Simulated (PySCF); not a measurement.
PySCF job for (3Z)-hexa-1,3-dien-5-yne (C6H6), SMILES C#C/C=C\C=C, PBE-D3(BJ)/def2-SVP. Coordinates come from a PBE-D3(BJ)/def2-SVP optimisation. The values are those of a single conformer.

```python
import numpy as np
from pyscf import gto, scf, dft, df
from pyscf.hessian import thermo

mol = gto.M(
    atom='''
    C    -0.86321947    2.59148513    0.00000000
    C     0.01109421    1.72860522    0.00000000
    C     1.04868835    0.76188975    0.00000000
    C     0.86372476   -0.59527052    0.00000000
    C    -0.42178201   -1.26179874    0.00000000
    C    -0.57513230   -2.60795276    0.00000000
    H    -1.63566122    3.34734915    0.00000000
    H     2.08089533    1.15310837    0.00000000
    H     1.76230681   -1.23526166    0.00000000
    H    -1.31287869   -0.60985077    0.00000000
    H     0.29683927   -3.28298050    0.00000000
    H    -1.57174278   -3.07411301    0.00000000
    ''',
    basis='def2-SVP',
    charge=0,
    spin=0,
    max_memory=1600,
    verbose=3,
)
mf = dft.RKS(mol, xc='pbe').density_fit(auxbasis='def2-universal-jkfit')
mf.disp = 'd3bj'
mf.grids.level = 3
mf.conv_tol = 1e-11
mf.max_cycle = 100
mf.kernel()

# [left out here: the lines that compute and print the analytic Hessian (its translational invariance restored by hand, since the grid's response is missing), thermochemistry and intensities]
```

Log of the run:

```
converged SCF energy = -231.670528529231

WARN: DFTD3 does not support analytical Hessian, using finite difference


WARN: Mole.unit (angstrom) is changed to Bohr

Mode                                 0                   1                   2
Irrep
Freq [cm^-1]                      121.3579            145.4870            263.2753
Reduced mass [au]                   3.9193              2.0733              2.9352
Force const [Dyne/A]                0.0340              0.0259              0.1199
Char temp [K]                     174.6070            209.3234            378.7945
Normal mode                   x     y     z       x     y     z       x     y     z
       0   C                 0.09  0.16  0.00   -0.00 -0.00  0.05   -0.00 -0.00 -0.09
       1   C                -0.03  0.04 -0.00    0.00 -0.00  0.00    0.00  0.00  0.14
       2   C                -0.08 -0.01 -0.00    0.00  0.00  0.01    0.00  0.00  0.09
       3   C                -0.06 -0.01 -0.00    0.00  0.00 -0.05   -0.00  0.00 -0.14
       4   C                -0.02 -0.08 -0.00    0.00  0.00 -0.17   -0.00 -0.00 -0.02
       5   C                 0.08 -0.09  0.00   -0.00  0.00  0.12    0.00 -0.00  0.04
       6   H                 0.17  0.25  0.00   -0.00 -0.00  0.09   -0.00 -0.00 -0.27
       7   H                -0.07 -0.02  0.00    0.00  0.00  0.12    0.00 -0.00  0.12
       8   H                -0.04  0.02  0.00    0.00 -0.00  0.05   -0.00 -0.00 -0.32
       9   H                -0.07 -0.14 -0.00    0.00  0.00 -0.46   -0.00 -0.00  0.15
      10   H                 0.14 -0.02  0.00   -0.00  0.00  0.45    0.00  0.00 -0.10
      11   H                 0.12 -0.17 -0.00   -0.00  0.00  0.05    0.00 -0.00  0.24
Mode                                 3                   4                   5
Irrep
Freq [cm^-1]                      292.3138            413.3273            463.8886
Reduced mass [au]                   3.2087              3.8219              1.9252
[...]
Reduced mass [au]                   1.3459              1.3902              2.0129
Force const [Dyne/A]                0.6294              0.7342              1.1103
Char temp [K]                    1281.8251           1362.1339           1392.1317
Normal mode                   x     y     z       x     y     z       x     y     z
       0   C                 0.00 -0.00  0.00   -0.00  0.00 -0.00    0.08 -0.08 -0.00
       1   C                -0.00 -0.00  0.00   -0.00  0.00 -0.00    0.07 -0.02 -0.00
       2   C                 0.00  0.00 -0.02    0.00 -0.00  0.08   -0.14  0.04  0.00
       3   C                 0.00  0.00  0.01   -0.00 -0.00 -0.11    0.02  0.05 -0.00
       4   C                -0.00 -0.00  0.04    0.00  0.00  0.07    0.01 -0.01  0.00
       5   C                -0.00 -0.00 -0.14    0.00  0.00 -0.03   -0.07 -0.01 -0.00
       6   H                 0.00 -0.00 -0.00   -0.00  0.00  0.00    0.07 -0.10  0.00
       7   H                -0.00  0.00  0.12    0.00 -0.00 -0.44   -0.17  0.12 -0.00
       8   H                 0.00  0.00 -0.08   -0.00 -0.00  0.62    0.21  0.33  0.00
       9   H                 0.00  0.00  0.05   -0.00 -0.00 -0.30    0.12  0.15 -0.00
      10   H                 0.00  0.00  0.64   -0.00 -0.00 -0.04    0.14  0.25 -0.00
      11   H                 0.00 -0.00  0.53   -0.00  0.00  0.16    0.08 -0.33  0.00
Mode                                15                  16                  17
Irrep
Freq [cm^-1]                     1008.2963           1123.2894           1217.0528
Reduced mass [au]                   1.1148              1.4835              1.2985
Force const [Dyne/A]                0.6678              1.1028              1.1332
Char temp [K]                    1450.7138           1616.1633           1751.0680
Normal mode                   x     y     z       x     y     z       x     y     z
       0   C                -0.00  0.00  0.00   -0.02  0.03 -0.00    0.01 -0.01 -0.00
       1   C                -0.00  0.00 -0.01   -0.04 -0.02  0.00    0.01  0.01  0.00
       2   C                 0.00 -0.00 -0.02    0.04 -0.02 -0.00   -0.00  0.03 -0.00
       3   C                 0.00 -0.00  0.04   -0.10  0.04  0.00   -0.09 -0.01  0.00
       4   C                -0.00  0.00  0.08    0.10 -0.02  0.00    0.10 -0.01  0.00
       5   C                 0.00  0.00 -0.01   -0.04  0.01 -0.00   -0.02 -0.02 -0.00
       6   H                -0.00  0.00  0.00   -0.01  0.04  0.00    0.01 -0.02  0.00
       7   H                 0.00 -0.00  0.18    0.26 -0.61  0.00   -0.13  0.36 -0.00
       8   H                -0.00 -0.00 -0.33    0.01  0.19 -0.00   -0.43 -0.50 -0.00
       9   H                -0.00 -0.00 -0.74    0.26  0.20 -0.00    0.29  0.25  0.00
      10   H                -0.00 -0.00 -0.35    0.09  0.18 -0.00    0.04  0.05 -0.00
      11   H                -0.00  0.00  0.27    0.03 -0.13  0.00    0.02 -0.10  0.00
Mode                                18                  19                  20
Irrep
Freq [cm^-1]                     1255.6996           1330.3800           1404.9536
Reduced mass [au]                   1.3120              1.3609              1.4839
Force const [Dyne/A]                1.2188              1.4191              1.7257
Char temp [K]                    1806.6721           1914.1206           2021.4154
Normal mode                   x     y     z       x     y     z       x     y     z
       0   C                -0.00  0.00  0.00   -0.02  0.02  0.00    0.02 -0.02  0.00
       1   C                -0.00 -0.00 -0.00    0.00  0.01 -0.00   -0.00 -0.01 -0.00
       2   C                 0.02  0.00 -0.00    0.07 -0.04 -0.00   -0.06  0.09  0.00
       3   C                -0.01 -0.01  0.00   -0.08 -0.05  0.00    0.08  0.02 -0.00
       4   C                -0.09  0.04 -0.00   -0.00 -0.08 -0.00   -0.07 -0.05 -0.00
       5   C                 0.07 -0.07  0.00    0.01  0.02 -0.00    0.01 -0.06  0.00
       6   H                -0.00  0.00 -0.00   -0.02  0.02 -0.00    0.03 -0.02 -0.00
       7   H                -0.00  0.05  0.00   -0.09  0.40  0.00    0.10 -0.31 -0.00
       8   H                 0.13  0.19  0.00    0.19  0.33 -0.00   -0.12 -0.29  0.00
       9   H                 0.33  0.64  0.00    0.10  0.05  0.00    0.09  0.17  0.00
      10   H                -0.15 -0.37  0.00    0.25  0.36 -0.00    0.27  0.28  0.00
      11   H                 0.01  0.03 -0.00   -0.16  0.41  0.00   -0.22  0.45  0.00
Mode                                21                  22                  23
Irrep
Freq [cm^-1]                     1585.6372           1645.0546           2132.9593
Reduced mass [au]                   6.1645              5.1544              6.3188
Force const [Dyne/A]                9.1317              8.2185             16.9375
Char temp [K]                    2281.3789           2366.8673           3068.8536
Normal mode                   x     y     z       x     y     z       x     y     z
       0   C                 0.02 -0.02 -0.00    0.00 -0.00 -0.00   -0.11  0.11  0.00
       1   C                -0.01 -0.01  0.00   -0.00 -0.01  0.00    0.16 -0.16 -0.00
       2   C                -0.01  0.18 -0.00    0.00  0.07 -0.00   -0.03  0.03  0.00
       3   C                -0.04 -0.16  0.00   -0.05 -0.11  0.00    0.00  0.00  0.00
       4   C                -0.01 -0.07 -0.00    0.06  0.18  0.00   -0.00 -0.00 -0.00
       5   C                 0.02  0.10 -0.00   -0.02 -0.14 -0.00    0.00  0.00  0.00
       6   H                 0.03 -0.02  0.00    0.01 -0.00  0.00   -0.20  0.20 -0.00
       7   H                 0.11 -0.09 -0.00    0.04 -0.02 -0.00   -0.02  0.00  0.00
       8   H                 0.12  0.04 -0.00    0.10  0.10 -0.00   -0.01 -0.00  0.00
       9   H                 0.05 -0.02  0.00   -0.17 -0.12  0.00    0.00  0.00 -0.00
      10   H                -0.14 -0.08 -0.00    0.16  0.07 -0.00   -0.00  0.00  0.00
      11   H                 0.12 -0.08  0.00   -0.14  0.07  0.00    0.00  0.00 -0.00
Mode                                24                  25                  26
Irrep
Freq [cm^-1]                     3073.2883           3082.6010           3090.3019
Reduced mass [au]                   1.0594              1.0861              1.0920
Force const [Dyne/A]                5.8957              6.0805              6.1445
Char temp [K]                    4421.7775           4435.1766           4446.2563
Normal mode                   x     y     z       x     y     z       x     y     z
       0   C                 0.00  0.00 -0.00   -0.00  0.00  0.00   -0.00  0.00  0.00
       1   C                 0.00 -0.00  0.00    0.00  0.00 -0.00   -0.00  0.00 -0.00
       2   C                -0.00 -0.00  0.00    0.06  0.02 -0.00    0.03  0.01 -0.00
       3   C                 0.00 -0.00 -0.00   -0.03  0.02  0.00    0.00 -0.00  0.00
       4   C                -0.01  0.00 -0.00    0.02 -0.02  0.00   -0.06  0.05 -0.00
       5   C                -0.00  0.06 -0.00   -0.00  0.01 -0.00    0.01 -0.01  0.00
       6   H                -0.00  0.00  0.00   -0.00  0.00 -0.00   -0.00  0.00 -0.00
       7   H                 0.05  0.02  0.00   -0.70 -0.26 -0.00   -0.39 -0.15  0.00
       8   H                -0.06  0.04 -0.00    0.40 -0.28  0.00   -0.02  0.02  0.00
       9   H                 0.15 -0.10 -0.00   -0.26  0.19 -0.00    0.68 -0.49 -0.00
      10   H                 0.60 -0.45  0.00    0.10 -0.08  0.00   -0.13  0.10  0.00
      11   H                -0.53 -0.23  0.00   -0.05 -0.03 -0.00    0.02  0.01 -0.00
Mode                                27                  28                  29
Irrep
Freq [cm^-1]                     3102.7116           3177.8235           3406.8579
Reduced mass [au]                   1.0940              1.1166              1.1529
Force const [Dyne/A]                6.2051              6.6437              7.8842
Char temp [K]                    4464.1112           4572.1805           4901.7100
Normal mode                   x     y     z       x     y     z       x     y     z
       0   C                -0.00  0.00 -0.00    0.00  0.00  0.00    0.07 -0.07 -0.00
       1   C                 0.00 -0.00  0.00   -0.00 -0.00 -0.00   -0.02  0.02  0.00
       2   C                -0.04 -0.02  0.00    0.00 -0.00 -0.00    0.00 -0.00 -0.00
       3   C                -0.06  0.04 -0.00    0.00  0.00 -0.00   -0.00 -0.00 -0.00
       4   C                -0.01  0.01  0.00   -0.01  0.01  0.00    0.00  0.00  0.00
       5   C                 0.00 -0.00 -0.00   -0.09 -0.00  0.00    0.00 -0.00 -0.00
       6   H                -0.00  0.00  0.00    0.00  0.00 -0.00   -0.66  0.65 -0.00
       7   H                 0.40  0.15 -0.00   -0.00 -0.00 -0.00    0.00  0.00 -0.00
       8   H                 0.66 -0.47 -0.00    0.01 -0.00  0.00   -0.00  0.00 -0.00
       9   H                 0.19 -0.14  0.00    0.07 -0.05 -0.00   -0.00  0.00  0.00
      10   H                -0.02  0.01 -0.00    0.44 -0.35  0.00   -0.00  0.00 -0.00
      11   H                -0.02 -0.01  0.00    0.68  0.32 -0.00    0.00  0.00  0.00
temperature 298.1500 [K]
pressure 101325.00 [Pa]
Rotational constants [GHz] 9.76845 1.91895 1.60388
Symmetry number 1
Zero-point energy (ZPE) 0.09209 [Eh]   241785.687 [J/mol]
                           tot       elec      trans        rot        vib
Entropy [J/mol/K]       329.790      0.000    163.100    112.014     54.677
Cv [J/mol/K]             98.717      0.000     12.472     12.472     73.774
Cp [J/mol/K]            107.032      0.000     20.786     12.472     73.774
Internal energy [J/mol]                      3718.434   3718.434 251556.384
Internal energy [Eh]   -231.57188  -231.67053
Enthalpy [J/mol]                             6197.391   3718.434 251556.384
Enthalpy [Eh]          -231.57094
Gibbs free energy [J/mol]                  -42430.742 -29678.428 235254.475
Gibbs free energy [Eh] -231.60839
mode   freq/cm-1   IR/(km/mol)
   1      121.36         0.051
   2      145.49         0.660
   3      263.28         0.734
   4      292.31         7.297
   5      413.33         1.031
   6      463.89        14.160
   7      604.63        39.232
   8      644.17        35.052
   9      673.32         6.733
  10      694.18         2.866
  11      779.78         8.348
  12      885.56         0.352
  13      890.91        37.662
  14      946.73         0.122
  15      967.58         8.676
  16     1008.30        12.771
  17     1123.29         0.162
  18     1217.05         1.039
  19     1255.70         3.338
  20     1330.38         0.864
  21     1404.95         4.984
  22     1585.64         3.181
  23     1645.05         0.614
  24     2132.96         1.921
  25     3073.29         3.732
  26     3082.60         0.121
  27     3090.30         1.300
  28     3102.71        11.380
  29     3177.82         5.666
  30     3406.86        89.664
max |gradient| / (hartree/bohr): 2.1086859602893716e-05
APT charges: [-0.3197  0.0074  0.0007  0.0569 -0.0443 -0.0851  0.2162  0.0389  0.0197
  0.0406  0.0325  0.0361]
```

The run converged.
